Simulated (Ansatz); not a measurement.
Basis-set extrapolation for CH₇AlN₂ (`C[NH][AlH][NH2]`) (PBE0-D4/def2-TZVP geometry, frozen core, Ansatz 0.2.0). Multiplicity 1, RHF reference.

```
                      def2-TZVPP   def2-QZVPP
                 HF  -392.896217  -392.911651
    MP2 correlation    -0.688308    -0.736318
CCSD(T) correlation    -0.751455      not run
```

Energies in hartree. Use E(X) = E(∞) + A·exp(−7.88·√X) for Hartree–Fock and E(X) = E(∞) + B·X^(−2.97) for correlation, with X = 3 and 4, and add CCSD(T) minus MP2 of the smaller set to the MP2 limit.

Problem. What is the CCSD(T) energy at the basis-set limit?

Solution. HF limit: -392.911651 + (-0.015434) × 0.13774 = -392.91378. MP2 limit: -0.736318 + (-0.048010) × 0.74074 = -0.77188. Higher-order term: -0.751455 − (-0.688308) = -0.06315. Total: -393.74881 hartree, 2.75 eV below CCSD(T)/def2-TZVPP.
